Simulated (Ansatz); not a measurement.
Basis-set series for `F[SiH](S)[GaH2]`. Total charge 0; spin multiplicity 1. The geometry is a stationary point of PBE0-D4/def2-TZVP. It is one conformer, not always the lowest.

| functional | basis | functions | energy (Eh) | HOMO (eV) | LUMO (eV) |
| --- | --- | --- | --- | --- | --- |
| PBE0-D4 | def2-SVP | 102 | -2713.70528 | -7.42 | -2.35 |
| PBE0-D4 | def2-QZVPP | 406 | -2714.39910 | -7.49 | -2.39 |
| ωB97M-V | def2-SVP | 102 | -2714.12973 | -9.40 | -0.60 |
| ωB97M-V | def2-QZVPP | 406 | -2714.82212 | -9.51 | -0.73 |

Task: Give the rows for def2-TZVPP. (Estimate.)

Result: Ansatz gave: 
| functional | basis | functions | energy (Eh) | HOMO (eV) | LUMO (eV) |
| --- | --- | --- | --- | --- | --- |
| PBE0-D4 | def2-TZVPP | 219 | -2714.32758 | -7.48 | -2.37 |
| ωB97M-V | def2-TZVPP | 219 | -2714.75313 | -9.49 | -0.64 |

Scalar relativity is left out up to krypton.
